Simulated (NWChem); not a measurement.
# C₄H₂N₂S; SMILES N#Cc1cscn1

All runs: NWChem. Medium grid unless said otherwise, to which SCAN and Minnesota functionals are sensitive. Coordinates come from a PBE-D3(BJ)/def2-SVP optimisation. Level r2SCAN/def2-SVP: single points from the atomic guess with DIIS by default; each run changes one setting, and all converged runs end within 0.3 mHa of each other. NWChem's automatic level shift, which a small gap switches on, acted in some of these runs.

Which setting needs the most SCF iterations, or fails (defaults; no DIIS, 40 % damping; occupation smearing of 0.005 Ha; no level shifting; level shift of 0.5 Ha throughout)?

no DIIS, 40 % damping, which doesn't converge.
```json
[
 {"setting": "defaults", "SCF iterations": "11"},
 {"setting": "no level shifting", "SCF iterations": "11"},
 {"setting": "level shift of 0.5 Ha throughout", "SCF iterations": "15"},
 {"setting": "occupation smearing of 0.005 Ha", "SCF iterations": "11"},
 {"setting": "no DIIS, 40 % damping", "SCF iterations": "not converged in 200"}
]
```
